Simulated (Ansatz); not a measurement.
Consider the formal exchange of groups at the Si–O bond: `O[SiH2]O[SiH](Cl)Cl` + `[SiH3]Cl` → `Cl[SiH2][SiH](Cl)Cl` + `O[SiH2]O`.

Isolated molecules relaxed with PBE0-D4/def2-TZVP in Ansatz; ΔE leaves out vibrations. CCSD(T)/CBS adds triple-zeta CCSD(T) − MP2 to the extrapolated MP2 energy (def2 sets, frozen cores). This one scheme is used for every species. DFT in def2-TZVPP. Each species was taken in one conformer, which may not be the lowest.

```json
{"level": "PBE-D4", "ΔE (kcal/mol)": "25.4", "difference from CCSD(T)/CBS": "-6.4"}
{"level": "r2SCAN-D4", "ΔE (kcal/mol)": "30.8", "difference from CCSD(T)/CBS": "-1.0"}
{"level": "ωB97M-V", "ΔE (kcal/mol)": "32.7", "difference from CCSD(T)/CBS": "0.9"}
{"level": "B2PLYP", "ΔE (kcal/mol)": "32.5", "difference from CCSD(T)/CBS": "0.7"}
{"level": "PBE", "ΔE (kcal/mol)": "25.1", "difference from CCSD(T)/CBS": "-6.7"}
{"level": "r2SCAN", "ΔE (kcal/mol)": "30.7", "difference from CCSD(T)/CBS": "-1.1"}
{"level": "PBE0", "ΔE (kcal/mol)": "27.6", "difference from CCSD(T)/CBS": "-4.2"}
{"level": "HF/def2-TZVPP", "ΔE (kcal/mol)": "37.8", "difference from CCSD(T)/CBS": "6.0"}
{"level": "MP2/def2-TZVPP", "ΔE (kcal/mol)": "33.6", "difference from CCSD(T)/CBS": "1.8"}
{"level": "SCS-MP2/def2-TZVPP", "ΔE (kcal/mol)": "34.3", "difference from CCSD(T)/CBS": "2.5"}
{"level": "CCSD/def2-TZVPP", "ΔE (kcal/mol)": "33.2", "difference from CCSD(T)/CBS": "1.4"}
{"level": "CCSD(T)/def2-TZVPP", "ΔE (kcal/mol)": "32.5", "difference from CCSD(T)/CBS": "0.7"}
{"level": "HF/def2-QZVPP", "ΔE (kcal/mol)": "38.4", "difference from CCSD(T)/CBS": "6.6"}
{"level": "HF/CBS(def2)", "ΔE (kcal/mol)": "38.5", "difference from CCSD(T)/CBS": "6.7"}
{"level": "MP2/CBS(def2)", "ΔE (kcal/mol)": "32.9", "difference from CCSD(T)/CBS": "1.1"}
{"level": "CCSD/CBS(def2)", "ΔE (kcal/mol)": "32.6", "difference from CCSD(T)/CBS": "0.8"}
{"level": "CCSD(T)/CBS", "ΔE (kcal/mol)": "31.8", "difference from CCSD(T)/CBS": "0"}
```

Largest T1 diagnostic among the species: 0.011.

In def2-TZVPP, CCSD(T) changes the Hartree–Fock value by −5.3 kcal/mol (the triples alone add −0.8 kcal/mol) and MP2 by −4.2 kcal/mol. From PBE to PBE0 (25 % exact exchange), in def2-TZVPP and without D4, ΔE moves by +2.4 kcal/mol.
